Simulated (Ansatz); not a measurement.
Consider the redistribution: `C[B](C)[SnH3]` + `C#CS[SiH3]` → `[SiH3][S][SnH3]` + `C#CB(C)C`.

Computed with Ansatz on PBE0-D4/def2-TZVP structures; ΔE is electronic, products minus reactants. CCSD(T)/CBS is the MP2 limit (def2-TZVPP, def2-QZVPP) plus CCSD(T) − MP2 in def2-TZVPP, frozen cores. Functionals use def2-TZVPP. B3LYP here is the variant with VWN-RPA as its local correlation; programs differ in this. def2 core potentials past Kr. For Sn outer-core shells are correlated without core-valence functions, which leaves a few kJ/mol of doubt a bond.

`C[B](C)[SnH3]`:

Cartesian coordinates in Å:
```
C -0.381 1.603 0.468
B 0.192 0.219 0.042
C 1.719 -0.004 -0.155
Sn -1.246 -1.507 -0.294
H -0.658 2.092 -0.481
H 0.353 2.259 0.947
H -1.296 1.576 1.062
H 2.295 0.917 -0.289
H 2.060 -0.449 0.795
H 1.991 -0.729 -0.926
H -0.474 -2.957 -0.783
H -2.145 -1.879 1.117
H -2.407 -1.142 -1.503
```

`C#CS[SiH3]`:

```xyz
8

C     2.179    0.035   -0.841
C     0.993    0.037   -1.052
S    -0.654    0.041   -1.389
Si   -1.312   -0.026    0.662
H     3.227    0.033   -0.656
H    -0.815   -1.262    1.309
H    -0.823    1.170    1.386
H    -2.794   -0.028    0.581
```

`[SiH3][S][SnH3]`:

```xyz
9

Si    0.602   -1.513    0.535
S    -1.340   -0.720    0.176
Sn   -0.701    1.491   -0.532
H     1.432   -1.494   -0.699
H     0.416   -2.913    0.989
H     1.319   -0.739    1.583
H    -2.165    2.288   -0.869
H     0.283    1.357   -1.918
H     0.154    2.244    0.736
```

`C#CB(C)C`:

Cartesian coordinates in Å:
```
C -0.223 -1.248 -2.347
C -0.123 -0.683 -1.283
B 0.004 0.031 0.058
C 0.711 -0.700 1.246
C -0.574 1.477 0.211
H -0.310 -1.747 -3.284
H 0.412 -0.323 2.227
H 1.785 -0.483 1.145
H 0.618 -1.788 1.220
H -1.622 1.357 0.524
H -0.595 2.052 -0.716
H -0.084 2.055 0.999
```

```csv
level,ΔE (kcal/mol),difference from CCSD(T)/CBS
ωB97X-V,-40.0,0.8
ωB97M-V,-40.6,0.2
B2PLYP,-40.4,0.4
r2SCAN,-40.1,0.7
PBE0,-38.9,1.9
B3LYP,-40.0,0.8
SCS-MP2/def2-TZVPP,-40.3,0.5
CCSD(T)/def2-TZVPP,-39.7,1.1
SCS-MP2/def2-QZVPP,-41.1,-0.3
HF/CBS(def2),-45.7,-4.9
CCSD(T)/CBS,-40.8,0
```

Largest T1 diagnostic among the species: 0.013.

In def2-TZVPP, CCSD(T) changes the Hartree–Fock value by +5.7 kcal/mol (the triples alone add +0.5 kcal/mol) and MP2 by +5.4 kcal/mol. From PBE to PBE0 (25 % exact exchange), in def2-TZVPP and without D4, ΔE moves by −1.7 kcal/mol.
